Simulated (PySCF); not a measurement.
H3N, charge +1, doublet, at a GFN2-xTB geometry (a state made from the parent by changing its charge; the spin is typed, not shown lowest), with bond 2-1 at 1.5 times its length; PySCF with PBE0/6-31G.

Input for PySCF:
```python
from pyscf import gto, scf, dft

mol = gto.Mole()
mol.atom = '''
    N     0.000000   -0.000000    0.000000
    H     0.022539    1.541582   -0.029172
    H     0.882651   -0.526736    0.017100
    H    -0.897677   -0.500986    0.002349
'''
mol.basis = '6-31g'
mol.charge = 1
mol.spin = 1
mol.verbose = 5
mol.build()

mf = dft.UKS(mol)
mf.xc = 'pbe0'
mf.kernel()
mo_i, mo_e, stable_i, stable_e = mf.stability(internal=True, external=False, return_status=True, nroots=6, tol=1e-6)
print('internally stable:', stable_i, ' externally stable:', stable_e)
if not stable_i:
    umf = mf.copy()
    umf.scf_summary = {}
    umf.kernel(umf.make_rdm1(mo_i, mf.mo_occ))
mf.analyze()
```

Task: Predict the main parts of the log of this PySCF run.

Result: 
```
PySCF version 2.14.0

[INPUT] verbose = 5
[INPUT] max_memory = 4000
[INPUT] num. atoms = 4
[INPUT] num. electrons = 9
[INPUT] charge = 1
[INPUT] spin (= nelec alpha-beta = 2S) = 1
[INPUT] symmetry False subgroup None
[INPUT] Mole.unit = angstrom
[INPUT] Symbol           X                Y                Z      unit          X                Y                Z       unit  Magmom
[...]
[INPUT] ---------------- BASIS SET ----------------
[INPUT] l, kappa, [nprim/nctr], expnt,             c_1 c_2 ...
[INPUT] N
[...]
                                627.4579          0.013995
                                142.9021          0.068587
                                40.23433          0.232241
                                12.82021          0.46907
                                4.390437          0.360455
[...]
                                2.71628           -0.169118
                                0.772218          1.145852
[...]
                                2.71628           0.323907
                                0.772218          0.740895
[...]
[INPUT] H
[...]
                                2.8253937         0.23472695
                                0.6401217         0.81375733
[...]
nuclear repulsion = 10.3783464886017
number of shells = 11
number of NR pGTOs = 34
number of NR cGTOs = 15
basis = 6-31g
ecp = {}

******** <class 'pyscf.dft.uks.UKS'> ********
method = UKS
initial guess = minao
damping factor = 0
level_shift factor = 0
DIIS = <class 'pyscf.scf.diis.CDIIS'>
diis_start_cycle = 1
diis_space = 8
diis_damp = 0
SCF conv_tol = 1e-09
SCF conv_tol_grad = None
SCF max_cycles = 50
direct_scf = True
direct_scf_tol = 1e-13
number electrons alpha = 5  beta = 4
XC library pyscf.dft.libxc version 7.1.2
    S. Lehtola, C. Steigemann, M. J. T. Oliveira, and M. A. L. Marques,  SoftwareX 7, 1–5 (2018)
XC functionals = pbe0
    C. Adamo and V. Barone,  J. Chem. Phys. 110, 6158 (1999)
    M. Ernzerhof and G. E. Scuseria,  J. Chem. Phys. 110, 5029 (1999)
radial grids:
    Treutler-Ahlrichs [JCP 102, 346 (1995); DOI:10.1063/1.469408] (M4) radial grids

becke partition: Becke, JCP 88, 2547 (1988); DOI:10.1063/1.454033
pruning grids: <function nwchem_prune>
grids dens level: 3
symmetrized grids: False
atomic radii adjust function: <function treutler_atomic_radii_adjust>
small_rho_cutoff = 0
Set gradient conv threshold to 3.16228e-05
atom N rad-grids = 75, ang-grids = [ 50  50  50  50  50  50  50  50  50  50  50  50  50  50  50  50  50  50
  50  50  50  50  50  86  86  86  86  86  86  86  86  86  86 266 266 266
 266 266 266 266 302 302 302 302 302 302 302 302 302 302 302 302 302 302
 302 302 302 302 302 302 266 266 266 266 266 266 266 266 266 266 266 266
 266 266 266]
atom H rad-grids = 50, ang-grids = [ 50  50  50  50  50  50  50  50  50  50  50  50  50  50  50  86  86  86
  86 266 266 266 266 266 302 302 302 302 302 302 302 302 302 302 302 302
 302 266 266 266 266 266 266 266 266 266 266 266 266 266]
tot_boxes 1296, boxes in each direction [10 10  7]
Padding 2 grids
tot grids = 43328
nelec by numeric integration = [4.99658729 4.99658729]
E1 = -95.88255626822348  E2 = 29.372306099014885  Ecoul = 37.08943069448745  Exc = -7.71712459547256
init E= -56.1319036806069
cond(S) = 63.48884084696428

  alpha mo_energy =
[-14.44572328  -0.92368365  -0.51392808  -0.40453935  -0.26353805
  -0.07430087   0.08529712   0.14709177   0.66968182   0.71270634
   0.75559277   0.82409979   0.87140264   0.90819134   1.10292431]
  beta  mo_energy =
[-14.44572328  -0.92368365  -0.51392808  -0.40453935  -0.26353805
  -0.07430087   0.08529712   0.14709177   0.66968182   0.71270634
   0.75559277   0.82409979   0.87140264   0.90819134   1.10292431]
multiplicity <S^2> = 0.75  2S+1 = 2
nelec by numeric integration = [5.0000002  4.00000016]
E1 = -92.17766614233732  E2 = 25.791680884379677  Ecoul = 33.168368132528265  Exc = -7.3766872481485875
cycle= 1 E= -56.0076387693559  delta_E= 0.124  |g|= 0.17  |ddm|= 1.03
  alpha mo_energy =
[-14.97192027  -1.29364701  -0.9137977   -0.81319275  -0.75011473
  -0.38727401  -0.18799726  -0.12703392   0.29522749   0.38814928
   0.42814147   0.48776856   0.53645307   0.58422464   0.75941533]
  beta  mo_energy =
[-14.9544214   -1.23248172  -0.89657404  -0.79468533  -0.49958383
  -0.37709306  -0.17623786  -0.12002045   0.38047608   0.3957255
   0.44025209   0.50093817   0.54477938   0.59091499   0.79831659]
multiplicity <S^2> = 0.75175274  2S+1 = 2.001752
nelec by numeric integration = [5.00000022 4.00000017]
E1 = -93.52332387515699  E2 = 27.133190211993423  Ecoul = 34.7107590279444  Exc = -7.5775688159509755
cycle= 2 E= -56.0117871745618  delta_E= -0.00415  |g|= 0.172  |ddm|= 0.274
  alpha mo_energy =
[-14.81089041  -1.23108237  -0.85916589  -0.76478737  -0.68528105
  -0.36486519  -0.16343132  -0.10013697   0.34271386   0.40864386
   0.45892965   0.52577358   0.55288252   0.62325611   0.80296185]
  beta  mo_energy =
[-14.7907783   -1.168363    -0.84234054  -0.74721385  -0.43330384
  -0.35412172  -0.15147017  -0.0928977    0.41334452   0.4373291
   0.4695114    0.53855677   0.56084171   0.63084926   0.8426921 ]
multiplicity <S^2> = 0.75326069  2S+1 = 2.003258
nelec by numeric integration = [5.00000022 4.00000016]
E1 = -92.72050762129564  E2 = 26.31618890283092  Ecoul = 33.78689174961279  Exc = -7.4707028467818715
cycle= 3 E= -56.025972229863  delta_E= -0.0142  |g|= 0.0252  |ddm|= 0.127
  alpha mo_energy =
[-14.82262695  -1.23607408  -0.86248041  -0.76412899  -0.69325235
  -0.354772    -0.16350344  -0.10139819   0.33837002   0.41562224
   0.45962461   0.52544616   0.56025796   0.62152176   0.80077443]
  beta  mo_energy =
[-14.79996729  -1.16904937  -0.84490939  -0.74416857  -0.43461432
  -0.34698589  -0.15192982  -0.09416772   0.41858433   0.4357024
   0.46953283   0.53731218   0.56470626   0.62842607   0.84192925]
multiplicity <S^2> = 0.75596294  2S+1 = 2.0059541
nelec by numeric integration = [5.00000022 4.00000016]
[...]
converged SCF energy = -56.0266563451362  <S^2> = 0.76362776  2S+1 = 2.0135816
<class 'pyscf.dft.uks.UKS'> wavefunction is stable in the internal stability analysis
internally stable: True  externally stable: None
Total Energy =                         -56.026656345136217
[...]
2 H 1s           0.14148  -0.53401   0.53067   0.00000  -0.03505
2 H 2s           0.02540  -0.27306   0.31252  -0.00000   0.25425
3 H 1s           0.14149  -0.53401  -0.53067   0.00000  -0.03505
3 H 2s           0.02540  -0.27306  -0.31252  -0.00000   0.25425
               #11       #12       #13       #14       #15
0 N 1s          -0.00000   0.00015   0.00020   0.00000   0.00580
0 N 2s          -0.00000   0.19114   0.03633   0.00000  -0.09108
0 N 3s          -0.00000   0.23687   0.12297   0.00000   0.95572
0 N 2px          0.09100  -0.00280  -0.00125   0.31895   0.00076
0 N 2py         -0.00132  -0.19144  -0.08530  -0.00461   0.05184
0 N 2pz          0.00075   0.00362   0.00161   0.00264  -0.00098
0 N 3px          0.91366   0.00721  -0.00845  -0.37461  -0.00061
0 N 3py         -0.01322   0.49288  -0.57802   0.00542  -0.04167
0 N 3pz          0.00757  -0.00933   0.01094  -0.00310   0.00079
1 H 1s          -0.00000   0.04595   0.05679   0.00000   0.00068
1 H 2s          -0.00000   0.03025  -0.73028  -0.00000   0.09250
2 H 1s           0.00544  -0.16563  -0.02592  -0.24534   0.12404
2 H 2s           0.27986   0.53372   0.22816   0.56457  -0.13137
3 H 1s          -0.00544  -0.16563  -0.02592   0.24534   0.12404
3 H 2s          -0.27986   0.53372   0.22816  -0.56457  -0.13137
 ** MO coefficients (expansion on meta-Lowdin AOs) for beta spin **
               #1        #2        #3        #4        #5
0 N 1s           0.99998   0.00338   0.00000   0.00079  -0.00000
0 N 2s          -0.00191   0.81428  -0.00000   0.16526  -0.00000
0 N 3s          -0.00485  -0.02293  -0.00000   0.02546  -0.00000
0 N 2px         -0.00001  -0.00186   0.80240   0.01138  -0.00795
0 N 2py         -0.00069  -0.12715  -0.01161   0.77806   0.01889
0 N 2pz          0.00001   0.00241   0.00665  -0.01472   0.99203
0 N 3px         -0.00000   0.00029  -0.04223   0.00028  -0.00100
0 N 3py         -0.00005   0.02011   0.00061   0.01906   0.00237
0 N 3pz          0.00000  -0.00038  -0.00035  -0.00036   0.12429
1 H 1s          -0.00101   0.14887   0.00000   0.56320   0.00000
1 H 2s          -0.00008  -0.01775   0.00000  -0.02401   0.00000
2 H 1s          -0.00241   0.37861   0.41450  -0.15150   0.00000
2 H 2s           0.00038  -0.07305  -0.07268   0.03381  -0.00000
3 H 1s          -0.00241   0.37861  -0.41450  -0.15150   0.00000
3 H 2s           0.00038  -0.07305   0.07268   0.03381  -0.00000
               #6        #7        #8        #9        #10
0 N 1s           0.00018  -0.00116   0.00000  -0.00016  -0.00000
0 N 2s          -0.33198   0.35984  -0.00000   0.12981   0.00000
0 N 3s          -0.06309   0.11484  -0.00000  -0.00326  -0.00000
0 N 2px         -0.00653  -0.00515  -0.48493   0.00054   0.00100
0 N 2py         -0.44651  -0.35236   0.00701   0.03695  -0.00237
0 N 2pz          0.00845   0.00667  -0.00402  -0.00070  -0.12429
0 N 3px         -0.00100  -0.00156  -0.16014  -0.00794  -0.00795
0 N 3py         -0.06817  -0.10652   0.00232  -0.54300   0.01889
0 N 3pz          0.00129   0.00202  -0.00133   0.01028   0.99203
1 H 1s           0.79398   0.13519  -0.00000  -0.08819  -0.00000
1 H 2s           0.12414   0.02946   0.00000   0.74516   0.00000
2 H 1s           0.13246  -0.52046   0.51733  -0.03680  -0.00000
2 H 2s           0.01957  -0.28359   0.31927   0.24597   0.00000
3 H 1s           0.13246  -0.52046  -0.51733  -0.03680   0.00000
3 H 2s           0.01957  -0.28359  -0.31927   0.24597   0.00000
               #11       #12       #13       #14       #15
0 N 1s          -0.00000  -0.00019  -0.00015   0.00000   0.00520
0 N 2s          -0.00000  -0.20677  -0.01896   0.00000  -0.09990
0 N 3s          -0.00000  -0.23002  -0.06017   0.00000   0.96182
0 N 2px          0.10578   0.00327   0.00049   0.33094   0.00065
0 N 2py         -0.00153   0.22333   0.03335  -0.00479   0.04477
0 N 2pz          0.00088  -0.00423  -0.00063   0.00274  -0.00085
0 N 3px          0.89318  -0.00545   0.01082  -0.41775  -0.00053
0 N 3py         -0.01292  -0.37266   0.74001   0.00604  -0.03645
0 N 3pz          0.00740   0.00705  -0.01400  -0.00346   0.00069
1 H 1s          -0.00000  -0.06064  -0.02078   0.00000   0.00847
1 H 2s          -0.00000   0.13422   0.63504  -0.00000   0.07919
2 H 1s          -0.00274   0.16901  -0.00489  -0.24608   0.12385
2 H 2s           0.30886  -0.56421  -0.14700   0.54533  -0.11078
3 H 1s           0.00274   0.16901  -0.00489   0.24608   0.12385
3 H 2s          -0.30886  -0.56421  -0.14700  -0.54533  -0.11078

To work with the spin densities directly, `use mulliken_meta_spin()` only printing them here.

 ** Mulliken spin pop alpha/beta on meta-lowdin orthogonal AOs **
 ** Mulliken Spin Density (per AO)  **
spin_pop of  0 N 1s       -0.00001
spin_pop of  0 N 2s        0.04974
spin_pop of  0 N 3s       -0.00004
spin_pop of  0 N 2px       0.02741
spin_pop of  0 N 2py       0.08058
spin_pop of  0 N 2pz       0.99890
spin_pop of  0 N 3px      -0.00003
spin_pop of  0 N 3py      -0.00030
spin_pop of  0 N 3pz       0.00071
spin_pop of  1 H 1s       -0.09632
spin_pop of  1 H 2s        0.00009
spin_pop of  2 H 1s       -0.02984
spin_pop of  2 H 2s       -0.00052
spin_pop of  3 H 1s       -0.02984
spin_pop of  3 H 2s       -0.00052
 ** Mulliken Spin Density (per atom)  **
spin density of  0 N =      1.15695
spin density of  1 H =     -0.09623
spin density of  2 H =     -0.03036
spin density of  3 H =     -0.03036
 ** Mulliken pop alpha/beta on meta-lowdin orthogonal AOs **
 ** Mulliken pop       alpha | beta **
[...]
In total             5.00000 | 4.00000
 ** Mulliken atomic charges   ( Nelec_alpha | Nelec_beta ) **
charge of  0N =     -0.07698  (     4.11696      2.96001 )
charge of  1H =      0.41574  (     0.24402      0.34024 )
charge of  2H =      0.33062  (     0.31951      0.34987 )
charge of  3H =      0.33062  (     0.31951      0.34987 )

WARN: System has nonzero charge 1; the dipole moment is origin-dependent.
Location of origin: [0. 0. 0.]

Dipole moment(X, Y, Z, Debye):  0.01903,  1.30184, -0.02463
```
